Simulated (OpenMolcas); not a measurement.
# Multiconfigurational calculation on Kr4+

Input:

```
&GATEWAY
Coord
1

Kr 0.0 0.0 0.0
Basis=ANO-RCC-VTZP
Group=XYZ
NoMove
AngMom=0.0 0.0 0.0
AMFI
&SEWARD
* reference wave functions (RASSCF and RASSI steps not shown): 4 electrons in 8 orbitals (4s 4p 5s 5p)
>>> COPY JOB001 $Project.JobIph
&CASPT2
Multistate=3 1 2 3
Frozen=3 6
IPEA=0.0
Imaginary=0.1
MaxIter=60
WThr=0.0 0.3 0.05
PrWF=0.5
NoMix
>>> COPY JOB002 $Project.JobIph
&CASPT2
Multistate=11 1 2 3 4 5 6 7 8 9 10 11
Frozen=3 6
IPEA=0.0
Imaginary=0.1
MaxIter=60
WThr=0.0 0.3 0.05
PrWF=0.5
NoMix
>>> COPY JOB003 $Project.JobIph
&CASPT2
Multistate=1 1
Frozen=3 6
IPEA=0.0
Imaginary=0.1
MaxIter=60
WThr=0.0 0.3 0.05
PrWF=0.5
NoMix
...
```

Output, cut to the results:

```
--- CASPT2 ---
Orbital specifications:
      -----------------------

      Symmetry species                           1   2
                                                ag  au
      Frozen orbitals                            3   6
      Inactive orbitals                          5   0
      Active orbitals                            2   6
      Secondary orbitals                        11  10
      Deleted orbitals                           0   0
      Number of basis functions                 21  22
Type of calculation                        MS-CASPT2
      Fock operator                              state-specific
      IPEA shift                                 0.00
      Real shift                                 0.00
      Imaginary shift                            0.10
      The input orbitals will be transformed to quasi-canonical
Reference energy:       -2783.6036706611
      E2 (Non-variational):      -0.1073479630
      Shift correction:          -0.0001011273
      E2 (Variational):          -0.1074490903
      Total energy:           -2783.7111197514
      Residual norm:              0.0000004703
      Reference weight:           0.97335
      Contributions to the CASPT2 correlation energy
      Active & Virtual Only:         -0.0572119956
      One Inactive Excited:          -0.0203423440
      Two Inactive Excited:          -0.0297936234
Reference energy:       -2783.6036706611
      E2 (Non-variational):      -0.1073479630
      Shift correction:          -0.0001011273
      E2 (Variational):          -0.1074490903
      Total energy:           -2783.7111197514
      Residual norm:              0.0000004703
      Reference weight:           0.97335
      Contributions to the CASPT2 correlation energy
      Active & Virtual Only:         -0.0572119956
      One Inactive Excited:          -0.0203423440
      Two Inactive Excited:          -0.0297936234
::    CASPT2 Root  1     Total energy:  -2783.71111975
::    CASPT2 Root  2     Total energy:  -2783.71111975
::    CASPT2 Root  3     Total energy:  -2783.71111975
::    MS-CASPT2 Root  1     Total energy:  -2783.71111975
::    MS-CASPT2 Root  2     Total energy:  -2783.71111975
::    MS-CASPT2 Root  3     Total energy:  -2783.71111975
--- CASPT2 ---
Orbital specifications:
      -----------------------

      Symmetry species                           1   2
                                                ag  au
      Frozen orbitals                            3   6
      Inactive orbitals                          5   0
      Active orbitals                            2   6
      Secondary orbitals                        11  10
      Deleted orbitals                           0   0
      Number of basis functions                 21  22
Type of calculation                        MS-CASPT2
      Fock operator                              state-specific
      IPEA shift                                 0.00
      Real shift                                 0.00
      Imaginary shift                            0.10
      The input orbitals will be transformed to quasi-canonical
Reference energy:       -2783.5326328211
      E2 (Non-variational):      -0.1172375781
      Shift correction:          -0.0001235970
      E2 (Variational):          -0.1173611751
      Total energy:           -2783.6499939962
      Residual norm:              0.0000003562
      Reference weight:           0.96889
      Contributions to the CASPT2 correlation energy
      Active & Virtual Only:         -0.0678039556
      One Inactive Excited:          -0.0199832279
      Two Inactive Excited:          -0.0294503946
Reference energy:       -2783.5326328211
      E2 (Non-variational):      -0.1172364121
      Shift correction:          -0.0001235905
      E2 (Variational):          -0.1173600025
      Total energy:           -2783.6499928237
      Residual norm:              0.0000003565
      Reference weight:           0.96889
      Contributions to the CASPT2 correlation energy
      Active & Virtual Only:         -0.0678035715
      One Inactive Excited:          -0.0199824627
      Two Inactive Excited:          -0.0294503778
::    CASPT2 Root  1     Total energy:  -2783.64999400
::    CASPT2 Root  2     Total energy:  -2783.64999282
::    CASPT2 Root  3     Total energy:  -2783.64999404
::    CASPT2 Root  4     Total energy:  -2783.64999396
::    CASPT2 Root  5     Total energy:  -2783.64993100
::    CASPT2 Root  6     Total energy:  -2783.56324186
::    CASPT2 Root  7     Total energy:  -2782.38729787
::    CASPT2 Root  8     Total energy:  -2782.39111860
::    CASPT2 Root  9     Total energy:  -2782.39111780
::    CASPT2 Root 10     Total energy:  -2782.39111816
::    CASPT2 Root 11     Total energy:  -2782.39111324
::    MS-CASPT2 Root  1     Total energy:  -2783.65004130
::    MS-CASPT2 Root  2     Total energy:  -2783.65004098
::    MS-CASPT2 Root  3     Total energy:  -2783.65004074
::    MS-CASPT2 Root  4     Total energy:  -2783.65003941
::    MS-CASPT2 Root  5     Total energy:  -2783.64997982
::    MS-CASPT2 Root  6     Total energy:  -2783.56324168
::    MS-CASPT2 Root  7     Total energy:  -2782.39107197
::    MS-CASPT2 Root  8     Total energy:  -2782.39107165
::    MS-CASPT2 Root  9     Total energy:  -2782.39107104
::    MS-CASPT2 Root 10     Total energy:  -2782.39106822
::    MS-CASPT2 Root 11     Total energy:  -2782.38724657
--- CASPT2 ---
Orbital specifications:
      -----------------------

      Symmetry species                           1   2
                                                ag  au
      Frozen orbitals                            3   6
      Inactive orbitals                          5   0
      Active orbitals                            2   6
      Secondary orbitals                        11  10
      Deleted orbitals                           0   0
      Number of basis functions                 21  22
Type of calculation                        SS-CASPT2
...
```

Levels above the lowest, from the spin-orbit matrix with the multistate effective Hamiltonian, averaged by term, added to it:

```csv
Configuration,Term,J,E (cm-1),Measured (cm-1),Term weight %,Second
4s2 4p2,3P,0,0.0,0.0,97,3 1S
4s2 4p2,3P,1,3270,3743,100,
4s2 4p2,3P,2,6900,7595,94,6 1D
4s2 4p2,1D,2,19710,19723,94,6 3P
4s2 4p2,1S,0,39000,39204,97,3 3P
4s 4p3,5S*,2,92360,,99,
4s 4p3,3D*,1,123150,129658,98,
4s 4p3,3D*,2,123270,129779,97,3 3P*
4s 4p3,3D*,3,124180,131016,100,
4s 4p3,3P*,0,145590,147925,100,
4s 4p3,3P*,1,145940,148287,98,
4s 4p3,3P*,2,146600,148668,95,3 3D*
4s 4p3,1D*,2,172820,163387,99,
4s 4p3,3S*,1,187410,185064,77,22 1P*
4s 4p3,1P*,1,196360,194041,77,22 3S*
```

Against the 13 measured excited levels shown (Saloman, J. Phys. Chem. Ref. Data 36, 215 (2007)) the mean absolute deviation is 3200 cm-1; the largest miss in energy is 4s 4p3 1D* 2: computed 172820, measured 163387 cm-1 (+5.8 %), and the largest in proportion 4s2 4p2 3P1 (-12.6 %).

CASPT2 does not keep the components of a term degenerate, so their means are used; among the terms shown or strongly mixed into the levels shown the widest spread is 14 cm-1 (4s2 4p2 1D). Over all roots computed the reference weight is 0.84 to 0.99; the roots of lowest weight are the least certain, and an intruder state may touch them. Active for correlation alone: 5p 5s; no level in the range computed is led by a configuration that fills them, so any true level of that kind is missing. Terms of s pⁿ other than that of highest spin mix with s² pⁿ⁻² d, which this space lacks; all of them can be thousands of cm-1 off, and some have no real level of that name. Measured partners are found by configuration, term and J. A level has none where our copy of the source lacks it or the pairing is in doubt (some pairs that miss far off the trend of their configuration count as doubtful), and it then counts in no deviation. Levels of configurations outside the active space are missing. The first state left out of the spin-orbit step lies near 280000 cm-1 above the lowest spin-free state of the reference (among the parities and spins computed), and the list stops at four fifths of that energy or lower.

The term weight is that of the spin-free term in the level, not the purity of its configuration. * marks odd parity.
